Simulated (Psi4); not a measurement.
A dimer, CH3Cl ··· H4Si (SMILES CCl and [SiH4]); the first 5 atoms form monomer A.

```
10

C     -0.1533    -0.0129     0.0004
Cl     1.6348     0.1372    -0.0047
H     -0.4491    -0.5439     0.9001
H     -0.4523    -0.5659    -0.8848
H     -0.5801     0.9854    -0.0111
Si     1.9010    -0.6351    -3.4388
H      3.2306    -0.2925    -2.8855
H      0.9870     0.5180    -3.2767
H      1.3524    -1.8050    -2.7164
H      2.0340    -0.9610    -4.8767
```

Question: What interaction energy does SAPT0/jun-cc-pVDZ, frozen core (Psi4) give, and which attractive term is the largest?

Answer: Total -2.25 kJ/mol: electrostatics -8.30, exchange 15.24, induction -2.13, dispersion -7.06. The most attractive term is electrostatics.
